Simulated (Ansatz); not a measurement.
Abridged output of a molecular run in Ansatz:

```
Functional definition: HF
1423 factors; integrals over basis functions are off by at most 1.5e-3 eV
mean field evaluation 1: about -63748.8022 eV, gradient 4.9e1 eV
mean field evaluation 2: about -63748.9072 eV, gradient 4.9e1 eV
mean field evaluation 4: about -63754.3110 eV, gradient 4.7e0 eV
mean field evaluation 8: about -63754.3884 eV, gradient 1.2e-1 eV
mean field evaluation 16: about -63754.2603 eV, gradient 1.3e0 eV
mean field -63754.38845292 eV, -2342.9305613682 hartree, gradient 9.8e-6 eV, S^2 0.000000; 0 other end points of the search recorded, 0 dependent functions left out
14 core orbitals not correlated: weight in the atoms' cores, before any rotation towards them, 1.000 or more for the frozen orbitals, at most 0.000 for the correlated occupied ones
reference -63754.38845292 eV, -2342.9305613682 hartree; 23, 23 occupied and 105, 105 virtual orbitals, 1423 factors
second order -27.69945092 eV of doubles, -0.00000000 eV of singles
cycle   1  -27.94563996 eV  change   -2.5e-1 eV  update   1.4e-1
cycle   2  -28.71479169 eV  change   -7.7e-1 eV  update   4.3e-2
cycle   3  -28.92689367 eV  change   -2.1e-1 eV  update   2.5e-2
cycle   4  -28.91294368 eV  change    1.4e-2 eV  update   6.9e-3
cycle   5  -28.91047748 eV  change    2.5e-3 eV  update   3.6e-3
cycle   6  -28.91146354 eV  change   -9.9e-4 eV  update   1.2e-3
cycle   7  -28.91077511 eV  change    6.9e-4 eV  update   4.6e-4
cycle   8  -28.91063929 eV  change    1.4e-4 eV  update   1.2e-4
cycle   9  -28.91067363 eV  change   -3.4e-5 eV  update   5.8e-5
cycle  10  -28.91066459 eV  change    9.0e-6 eV  update   2.2e-5
perturbative correction -0.85307607 eV, -0.0313499673 hartree
Total energy: -63784.15219358 eV, -2344.0243586629 hartree
```

Its atoms:

Cartesian coordinates in Å:
```
C -0.709 -1.144 0.149
C 0.053 0.113 -0.226
C -0.187 0.521 -1.665
O -0.342 1.185 0.608
Ge 0.287 1.680 2.207
O 1.552 0.452 2.524
H -0.512 -1.429 1.185
H -1.783 -0.972 0.042
H -0.425 -1.979 -0.496
H 1.133 -0.076 -0.106
H 0.129 -0.269 -2.351
H -1.250 0.716 -1.824
H 0.367 1.430 -1.902
H 1.687 -0.227 1.856
```

Q: Which basis set was used?
A. def2-TZVPPD
B. def2-SVPD
C. def2-SVP
D. cc-pV(Q+d)Z

A: C. It gives 142 functions.

Q: Write the keys of the input that set method, charge and spin (a neutral closed shell needs none for the last two).

A: 
```yaml
correlation: {method: ccsd_t}
```
